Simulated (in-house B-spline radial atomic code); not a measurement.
A calculation on Pm5+ (an excited or competing configuration): its settings, and results tabulated from the run. All numbers are computed (Dirac-Hartree-Fock, average of the jj configuration; Fermi nucleus of rms radius 4.962 fm) with an all-electron radial atomic-structure program (B-spline basis), not measured.

In the input, a minus or plus after the letter marks the j = l - 1/2 or j = l + 1/2 subshell.

Command:
```bash
python run_scf.py task.json out
```
Settings (nuclear radius in fm, mass in u):
```
Z                61
configuration    1s2 2s2 2p6 3s2 3p6 3d10 4s2 4p6 4d-3 4d+6 4f-1 4f+2 5s2 5p-2 5p+3 8g+1
hamiltonian      dirac
method           hf
spin_polarised   False
nucleus          fermi
rms_radius       4.962
atomic_mass      144.91276
speed_of_light   137.035999084
```

Output (hartree, bohr):
```
 radial grid: 78 intervals, B-splines of order 8, outer radius 53.3333 bohr

 iter        energy (Eh)    residual
    1       -9983.267937    8.83e-01
    2      -10002.482580    6.71e-01
    3      -10009.041257    1.63e-01
    4      -10009.591637    6.35e-02
    5      -10009.633438    2.35e-02
    6      -10009.642994    2.91e-03
    7      -10009.643089    8.02e-04
    8      -10009.643096    1.02e-04
    9      -10009.643096    2.03e-06
   10      -10009.643096    1.33e-07

 total energy                    -10009.64310
 kinetic                           10823.5893
 electron-nucleus                 -24310.4663
 electron-electron                  3477.2339

 first-order corrections (not in the total)
   Gaunt                             9.8233
   retardation                      -1.0291
   frequency dependence             -0.1230
   self-energy                       6.8161
   Uehling                          -1.0514
   Wichmann-Kroll                    0.0307
   recoil                            0.0248

 orbital      occ     eigenvalue          <r>       <r^2>       <1/r>     <1/r^2>     <1/r^3>       r_max    small
 1s1/2      2.000     -1673.7545    0.0231753 0.000731516     67.4188     10224.6           -     0.01479  5.13e-02
 2s1/2      2.000      -279.3296    0.0983562   0.0114803     16.0103     1268.18           -     0.08387  1.13e-02
 2p1/2      2.000      -264.0131    0.0825354  0.00840935     15.9495     402.516           -     0.06378  1.13e-02
 2p3/2      4.000      -243.3868    0.0890167  0.00965084     14.2869     278.148     8388.09     0.06928  1.05e-02
 3s1/2      2.000       -65.5292     0.259028   0.0767986     5.83086     270.433           -      0.2382  3.54e-03
 3p1/2      2.000       -58.9462     0.249061   0.0721039     5.73372     86.3454           -      0.2256  3.47e-03
 3p3/2      4.000       -54.7110     0.261424   0.0792516      5.3188     60.5508     1753.71      0.2372  3.27e-03
 3d3/2      4.000       -43.3992     0.233601   0.0642797     5.17059     33.4866       288.9      0.1899  3.12e-03
 3d5/2      6.000       -42.5376     0.237146     0.06608     5.07154      31.923     260.856      0.1931  3.07e-03
 4s1/2      2.000       -16.5254     0.587377     0.38861     2.42462     63.5206           -      0.5495  1.10e-03
 4p1/2      2.000       -13.8354     0.601774     0.41093     2.32056     19.8547           -      0.5562  1.03e-03
 4p3/2      4.000       -12.9869     0.628144     0.44769     2.18905     14.1445     383.725      0.5802  9.70e-04
 4d3/2      3.000        -8.6109     0.666542    0.512957     1.98346     7.12753     54.5106      0.5927  8.24e-04
 4d5/2      6.000        -8.4791     0.675447    0.526154     1.94753     6.75725     48.2964      0.6004  8.03e-04
 4f5/2      1.000        -3.6149     0.795856    0.766732     1.55045     3.02877     7.64402         0.6  5.31e-04
 4f7/2      2.000        -3.6723     0.793709    0.760261     1.54922     3.01247     7.53286      0.6026  5.31e-04
 5s1/2      2.000        -4.6135      1.32708     1.96186      1.0011     12.6714           -        1.23  2.74e-04
 5p1/2      2.000        -3.7372      1.43044     2.28637    0.920392     3.79902           -       1.314  2.39e-04
 5p3/2      3.000        -3.5758      1.48263     2.45552    0.882767     2.80507     69.5298       1.366  2.27e-04
 8g9/2      1.000        -0.2851      14.0581     224.079   0.0978898   0.0181614  0.00643335       16.03  8.20e-06
```

Time taken, with all properties: 1.8 s on 1 thread of Arm Neoverse V2, on a shared host.

For the Dirac Hamiltonian the kinetic term is c α·p + (β - 1)c².
